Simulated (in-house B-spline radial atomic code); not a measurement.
**RPA and G0W0 on PBE: Zn II (Zn+)**

Configuration [Ar] 3d10 4s1, highest spin, mean-field start PBE. Computed with an all-electron radial atomic-structure program (B-spline basis): all electrons, non-relativistic, point nucleus, each spin shell either full or empty, empty states to l = 9 with an (l + 1/2)⁻⁴ tail; G0W0 by contour deformation at full frequency.

Command:
```bash
python run_gw.py task.json out
```
Settings (radii: box in bohr, nucleus in fm):
```
Z                        30
electrons                29
configuration            [Ar] 3d10 4s1
hamiltonian              nr
method                   pbe,pbe
lmax                     9
spin_polarised           True
box_radius               23.78
intervals                53
ion_configuration        [Ar] 3d10
```

Cost of the run: 6.1 s on 1 thread of Arm Neoverse N1, on a shared host.

Energies (hartree):

| term | value |
| --- | --- |
| mean-field total | -1778.83820 |
| Hartree-Fock functional on these orbitals | -1777.53097 |
| direct second order | -2.7701 |
| second-order exchange | 0.79065 |
| SOSEX correction | 0.69316 |

What is the RPA correlation energy, and what remains with SOSEX?

RPA gives -2.218 hartree (-2.08 eV per electron); RPA + SOSEX gives -1.5249, and the second-order doubles -1.9795 hartree (no singles). RPA lacks exchange-type terms and so overcorrelates at short range.

Quasi-particle levels (eV):

| level | occupied | mean field | Σx - vxc | Σc | QP weight | G0W0 |
| --- | --- | --- | --- | --- | --- | --- |
| 4s up | yes | -14.226 | -2.85 | ? | ? | ? |
| 4s down | no | -13.031 | 6.15 | -2.60 | 0.891 | -9.477 |

G0W0 = mean field + (Σx - vxc) + Σc, with Σc (partial-wave tail included) taken at the quasi-particle energy. Only the outer levels were computed. Levels of low weight are left out.

Where does G0W0 put 4s up?

At -18.381 eV, with Σc = -1.31 eV and a quasi-particle weight of 0.922. The tabulated removal energy is 17.964 eV (NIST, measured); the calculation leaves out relativity, Breit and QED terms, and what these don't explain is the method's own error.

What does it cost to remove one electron (to [Ar] 3d10) by differences of total energies, each species on its own start (correlation terms add to the Hartree-Fock functional)?

PBE 18.373 eV, Hartree-Fock functional 16.359 eV, + RPA 18.240 eV, + RPA + SOSEX 17.459 eV, + second order 18.585 eV. Tabulated: 17.964 eV (NIST, measured); the calculation leaves out relativity, Breit and QED terms, and what these don't explain is the method's own error.
